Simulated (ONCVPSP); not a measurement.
# u(r) = r·R(r): atom against pseudo-atom (W (Z = 74))

Columns: radius, all-electron u(r) and pseudo u(r) of the 5s shell (level -80.72 eV) of tungsten in the configuration [Kr] 4d10 4f14 5s2 5p6 5d4 6s1 6p1; PBEsol, scalar-relativistic, ONCV scheme, ONCVPSP 4.0.1.

| r (bohr) | all-electron | pseudo |
| --- | --- | --- |
| 0.093 | 0.0679 | 0.0467 |
| 0.185 | 0.3080 | 0.1097 |
| 0.278 | -0.3803 | 0.2024 |
| 0.370 | -0.6209 | 0.3268 |
| 0.463 | -0.3439 | 0.4800 |
| 0.555 | 0.1244 | 0.6450 |
| 0.648 | 0.5668 | 0.8068 |
| 0.740 | 0.8840 | 0.9430 |
| 0.833 | 1.0718 | 1.0413 |
| 0.925 | 1.1470 | 1.0912 |
| 1.018 | 1.1413 | 1.0926 |
| 1.110 | 1.0825 | 1.0511 |
| 1.203 | 0.9917 | 0.9760 |
| 1.295 | 0.8873 | 0.8812 |
| 1.388 | 0.7780 | 0.7763 |
| 1.480 | 0.6733 | 0.6730 |
| 1.573 | 0.5751 | 0.5750 |
| 1.665 | 0.4876 | 0.4874 |
| 1.758 | 0.4094 | 0.4093 |
| 1.850 | 0.3424 | 0.3423 |
| 1.943 | 0.2843 | 0.2842 |
| 2.035 | 0.2355 | 0.2355 |
| 2.128 | 0.1940 | 0.1940 |
| 2.220 | 0.1597 | 0.1596 |
| 2.313 | 0.1308 | 0.1307 |
| 2.405 | 0.1071 | 0.1071 |

**Question.** How many radial nodes do the two functions have?

**Answer.** The all-electron 5s function has n − l − 1 = 4 (the table is too coarse to show those close to the nucleus); the pseudo-wave has 0, since the states of the same l below it are removed with the core.

**Question.** At about which radius was the pseudo-wave matched?

**Answer.** 1.75 bohr. The columns agree to 0.0005 from 1.48 bohr on; several derivatives are matched, so the curves merge somewhat inside the radius.

**Question.** Is the pseudo-wave norm-conserving?

**Answer.** Yes: the ONCV scheme keeps the norm inside the radius equal to the all-electron one, which fixes the energy derivative of the logarithmic derivative at the level.
